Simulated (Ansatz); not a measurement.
One geometry of B₃PH₁₀ (relaxed from a model of B3H7(PH3), whose bonding it doesn't keep), several levels of theory.

```yaml
crystal:
  periodic: [false, false, false]
  atoms:
    - {symbol: B, position_ang: [1.406686, 0.521708, -0.232723]}
    - {symbol: B, position_ang: [-0.124735, 0.997746, -0.956479]}
    - {symbol: H, position_ang: [1.060517, 0.886668, -1.491043]}
    - {symbol: B, position_ang: [-0.132787, 0.350612, 0.774450]}
    - {symbol: P, position_ang: [-0.987729, -1.382107, 0.546832]}
    - {symbol: H, position_ang: [0.757900, 0.168473, 1.585000]}
    - {symbol: H, position_ang: [2.141593, 1.389231, 0.168504]}
    - {symbol: H, position_ang: [1.873922, -0.585416, -0.387434]}
    - {symbol: H, position_ang: [-0.423116, 2.164620, -1.004824]}
    - {symbol: H, position_ang: [-0.797018, 0.233536, -1.626478]}
    - {symbol: H, position_ang: [-0.954950, 1.097004, 1.253851]}
    - {symbol: H, position_ang: [-2.291161, -1.358612, 0.004101]}
    - {symbol: H, position_ang: [-0.334686, -2.284975, -0.321764]}
    - {symbol: H, position_ang: [-1.194434, -2.198478, 1.688005]}
basis:
  gaussian: {orbitals: def2-TZVP, initial_orbitals: start.molden}
hamiltonian: {xc: {name: r2SCANh}, dispersion: d4}
scf: {omitted_lower_state_checks: [starts]}
output: {orbitals: {seedname: orbitals}}
```

The file start.molden holds the orbitals of an earlier run on this structure, at another level or in another basis.

```sh
$ ansatz run in.yaml --threads 4 --pin off --events-out ev --progress --plain --max-ram 3916MiB
```

Shortened log:

```
Functional definition: r2SCANh
1217 factors; their error is unknown
mean field evaluation 1: about -11478.4745 eV, gradient 5.1e0 eV
mean field evaluation 2: about -11478.5006 eV, gradient 2.7e-2 eV
mean field evaluation 4: about -11478.4959 eV, gradient 7.9e-5 eV
mean field -11478.49591103 eV, -421.8269443266 hartree, gradient 9.9e-6 eV, S^2 0.000000; 0 other end points of the search recorded, 0 dependent functions left out
reference -11478.49592585 eV, -421.8269448712 hartree; 20, 20 occupied and 170, 170 virtual orbitals, 1217 factors
Total energy: -11478.57256471 eV, -421.8297612970 hartree
Checks for a lower state left out: starts
```

Run time 2.8 s (4 threads of Arm Neoverse V2 on a shared host).

Geometry: B3LYP-D4/def2-SVP.
